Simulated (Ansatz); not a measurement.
## Isomers

Structures of AlBH₃ClO, singlet, relaxed at PBE0-D4/def2-TZVP (vibrations not checked; lower isomers may exist, and structures with a doubtful reference or unclear bonds are left out). Computed with Ansatz 0.2.0 (basis: def2-TZVPP); correlated methods freeze the cores. B3LYP uses VWN-RPA correlation.

Rank them by CCSD(T) energy, lowest first, and give each one's height above the lowest. Links in brackets join atoms within 1.22 times the sum of their covalent radii (1.1 for two metals). (An estimate is asked for; the value comes from the calculation.)
A.
AlBH₃ClO ([AlH2][O][BH][Cl])
```
7
angstrom
O 0.5465 -0.2845 0.2591
Al 0.4447 1.2437 -0.4671
B 0.4759 -1.5728 0.5427
Cl -0.2567 -2.7031 -0.6148
H 1.6687 1.6919 -1.3498
H -0.8381 2.0972 -0.1451
H 0.8889 -2.0350 1.5635
```
B.
AlBH₃ClO ([BH2][Al]([OH])[Cl])
```
7
angstrom
B -0.7073 1.3868 -0.1842
Al 0.1983 -0.5172 -0.1413
O 0.9156 -1.1080 1.2692
Cl 0.2204 -1.7193 -1.8744
H -1.8668 1.5455 0.0670
H -0.0996 2.3738 -0.4825
H 1.3395 -1.9616 1.3462
```
C.
AlBH₃ClO ([OH][AlH][BH][Cl])
```
7
angstrom
O -1.7885 0.4971 -0.3952
Al -0.1337 0.6966 -0.0623
B 0.9161 -1.0706 0.4986
Cl 1.9244 -1.8575 -0.6999
H -2.3549 1.2086 -0.6902
H 0.5176 2.1402 -0.2153
H 0.9191 -1.6145 1.5643
```

The calculation gives: A (0.0 kJ/mol), B (101.6 kJ/mol), C (179.8 kJ/mol). Heights count from the lowest.

Do PBE-D4, r2SCAN-D4, PBE0-D4, B3LYP-D4, wB97M-V, HF, MP2 give the same order? (A judgement: the text doesn't fix the answer.)

By the calculation: All do.

T1 diagnostic: at most 0.014.

For scale, one of the runs: CCSD(T)/def2-TZVPP, 188 basis functions, launched by `ansatz run in.yaml --threads 2 --pin off --events-out ev --progress --plain --max-ram 4352MiB`. The run took 46 s on 2 CPU threads of an Arm Neoverse V2 (shared host), with 1.9 GiB of host memory at its peak.
